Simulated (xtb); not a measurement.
CH2, singlet, geometry from GFN2-xTB.

Input for xtb:
```
$ xtb mol.xyz --gfn 2 --etemp 3000 --json

# file mol.xyz
3

C      0.00106484     0.16389984     0.01623868
H     -0.88481843    -0.48695954    -0.03874538
H      0.87842936    -0.49643949    -0.05868670
```

Problem. What does this run give for the dipole moment, total energy (a free energy at this electronic temperature), partial charges in atom order, HOMO-LUMO gap?

Solution. 
```
Property                                                                         Result
-----------------------------------------------------------  --------------------------
dipole moment                                                                    1.57 D
total energy (a free energy at this electronic temperature)                  -2.9727 Eh
partial charges in atom order                                C1 -0.14, H2 0.07, H3 0.07
HOMO-LUMO gap                                                                   1.02 eV
```
